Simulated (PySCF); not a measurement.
Isomers of C7H14NP, mass 143.086 u with the commonest isotopes. Computed with PBE0/pcSseg-1 in PySCF (dipole) on a GFN2-xTB geometry, gas phase. One conformer each, none proved a minimum here; rigid rotors.

Question: Order these by rotational constant B, largest first.
A. `[CH3:1][P:2]([CH3:3])(=[NH:4])[C:5]1=[CH:6][CH2:7][CH2:8][CH2:9]1` with C1–P2–C5–C6 137°, C5–C6–C7–C8 -13°, C6–C7–C8–C9 21°, C7–C8–C9–C5 -21°, P2–C5–C9–C8 -167°
B. `C1CP2(CCC1CC2)=N`
C. `[CH3:1][CH2:2]/[CH:3]=[P:4]/[N:5]1[CH2:6][CH2:7][CH2:8][CH2:9]1` with C1–C2–C3–P4 -3°, C3–P4–N5–C6 179°, P4–N5–C6–C7 -132°, N5–C6–C7–C8 -39°, C6–C7–C8–C9 35°, C7–C8–C9–N5 -19°
D. `[CH2:1]=[CH:2][CH2:3][P@@:4]([CH3:5])(=[NH:6])[C:7](=[CH2:8])[CH3:9]` with C1–C2–C3–P4 103°, C2–C3–P4–C5 51°, C3–P4–C7–C8 -93°
E. `[CH3:1][C:2]([CH3:3])=[P:4][N:5]1[CH2:6][CH2:7][CH2:8][CH2:9]1` with C2–P4–N5–C6 -159°, P4–N5–C6–C7 -93°, N5–C6–C7–C8 -31°, C6–C7–C8–C9 11°, C7–C8–C9–N5 13°
F. `[CH3:1][CH2:2][CH2:3][CH2:4][P:5]([CH3:6])[CH2:7][C:8]#[N:9]` with C1–C2–C3–C4 179°, C2–C3–C4–P5 -175°, C3–C4–P5–C6 -79°, C4–P5–C7–C8 168°
G. `[C@H]12CC[P@](C1)(CC2)=NC`
H. `[CH3:1][C:2]1=[CH:3][CH2:4][CH2:5][P:6]1[N:7]([CH3:8])[CH3:9]` with C5–P6–N7–C8 107°

Answer: B (1326 MHz), D (1239 MHz), H (1197 MHz), G (1109 MHz), A (904.8 MHz), E (823.5 MHz), C (660.6 MHz), F (480.0 MHz).

Question: Order these by radius of gyration √(Σ m r²/M), largest first.
A. `[CH2:1]=[CH:2][CH2:3][P@@:4]([CH3:5])(=[NH:6])[C:7](=[CH2:8])[CH3:9]` with C1–C2–C3–P4 103°, C2–C3–P4–C5 51°, C3–P4–C7–C8 -93°
B. `N=P12CCC(CC1)CC2`
C. `[CH3:1][CH2:2][CH2:3][CH2:4][P:5]([CH3:6])[CH2:7][C:8]#[N:9]` with C1–C2–C3–C4 179°, C2–C3–C4–P5 -175°, C3–C4–P5–C6 -79°, C4–P5–C7–C8 168°
D. `[CH3:1][C:2]([CH3:3])=[P:4][N:5]1[CH2:6][CH2:7][CH2:8][CH2:9]1` with C2–P4–N5–C6 -159°, P4–N5–C6–C7 -93°, N5–C6–C7–C8 -31°, C6–C7–C8–C9 11°, C7–C8–C9–N5 13°
E. `[CH3:1][C:2]1=[CH:3][CH2:4][CH2:5][P:6]1[N:7]([CH3:8])[CH3:9]` with C5–P6–N7–C8 107°
F. `[CH3:1][P:2]([CH3:3])(=[NH:4])[C:5]1=[CH:6][CH2:7][CH2:8][CH2:9]1` with C1–P2–C5–C6 137°, C5–C6–C7–C8 -13°, C6–C7–C8–C9 21°, C7–C8–C9–C5 -21°, P2–C5–C9–C8 -167°
G. `[CH3:1][CH2:2][CH2:3][P:4]([CH2:5][CH3:6])[CH2:7][C:8]#[N:9]` with C1–C2–C3–P4 62°, C2–C3–P4–C5 173°, C3–P4–C5–C6 80°, C3–P4–C7–C8 48°
H. `CN=[P@]12CC[C@H](CC1)C2`
I. `[CH3:1][CH2:2]/[CH:3]=[P:4]/[N:5]1[CH2:6][CH2:7][CH2:8][CH2:9]1` with C1–C2–C3–P4 -3°, C3–P4–N5–C6 179°, P4–N5–C6–C7 -132°, N5–C6–C7–C8 -39°, C6–C7–C8–C9 35°, C7–C8–C9–N5 -19°

Answer: C (2.814 Å), I (2.466 Å), G (2.281 Å), D (2.253 Å), F (2.195 Å), A (2.088 Å), E (2.046 Å), H (2.006 Å), B (1.867 Å).

Question: Order these by out-of-plane moment Σ m c² = (Ia + Ib − Ic)/2, smallest first.
A. `CN=[P@]12CC[C@H](CC1)C2`
B. `[CH3:1][CH2:2][CH2:3][CH2:4][P:5]([CH3:6])[CH2:7][C:8]#[N:9]` with C1–C2–C3–C4 179°, C2–C3–C4–P5 -175°, C3–C4–P5–C6 -79°, C4–P5–C7–C8 168°
C. `[CH3:1][P:2]([CH3:3])(=[NH:4])[C:5]1=[CH:6][CH2:7][CH2:8][CH2:9]1` with C1–P2–C5–C6 137°, C5–C6–C7–C8 -13°, C6–C7–C8–C9 21°, C7–C8–C9–C5 -21°, P2–C5–C9–C8 -167°
D. `[CH3:1][C:2]([CH3:3])=[P:4][N:5]1[CH2:6][CH2:7][CH2:8][CH2:9]1` with C2–P4–N5–C6 -159°, P4–N5–C6–C7 -93°, N5–C6–C7–C8 -31°, C6–C7–C8–C9 11°, C7–C8–C9–N5 13°
E. `[CH2:1]=[CH:2][CH2:3][P@@:4]([CH3:5])(=[NH:6])[C:7](=[CH2:8])[CH3:9]` with C1–C2–C3–P4 103°, C2–C3–P4–C5 51°, C3–P4–C7–C8 -93°
F. `N=P12CCC(CC1)CC2`
G. `[CH3:1][CH2:2][CH2:3][P:4]([CH2:5][CH3:6])[CH2:7][C:8]#[N:9]` with C1–C2–C3–P4 62°, C2–C3–P4–C5 173°, C3–P4–C5–C6 80°, C3–P4–C7–C8 48°
H. `[CH3:1][CH2:2]/[CH:3]=[P:4]/[N:5]1[CH2:6][CH2:7][CH2:8][CH2:9]1` with C1–C2–C3–P4 -3°, C3–P4–N5–C6 179°, P4–N5–C6–C7 -132°, N5–C6–C7–C8 -39°, C6–C7–C8–C9 35°, C7–C8–C9–N5 -19°
I. `[CH3:1][C:2]1=[CH:3][CH2:4][CH2:5][P:6]1[N:7]([CH3:8])[CH3:9]` with C5–P6–N7–C8 107°

Answer: H (19.48 u·Å²), B (28.95 u·Å²), D (51.88 u·Å²), A (70.08 u·Å²), C (74.56 u·Å²), G (77.95 u·Å²), I (87.23 u·Å²), F (115.95 u·Å²), E (119.45 u·Å²).

```csv
SMILES,point group,Ia (u·Å²),Ib (u·Å²),Ic (u·Å²),κ,μa (D),μb (D),μc (D)
CP(C)(=N)C1=CCCC1,C1,205.43,558.53,614.85,-0.90,2.48,2.56,0.76
CN=[P@]12CC[C@H](CC1)C2,C1,190.24,455.54,505.62,-0.87,2.84,1.37,0.39
CCCP(CC)CC#N,C1,365.44,456.79,666.34,0.11,1.44,1.74,1.53
CC1=CCCP1N(C)C,C1,263.97,422.17,511.68,-0.55,0.07,0.63,1.35
CC(C)=PN1CCCC1,C1,164.76,613.70,674.70,-0.94,0.48,1.21,0.24
C=CC[P@@](C)(=N)C(=C)C,C1,335.59,407.97,504.65,-0.06,1.44,1.99,2.35
CC/C=P/N1CCCC1,C1,124.74,765.01,850.79,-0.96,1.68,0.87,0.29
CCCCP(C)CC#N,C1,108.81,1052.86,1103.78,-0.99,4.52,1.05,1.62
N=P12CCC(CC1)CC2,C1,233.33,381.25,382.68,-0.99,3.51,1.26,0.16
```
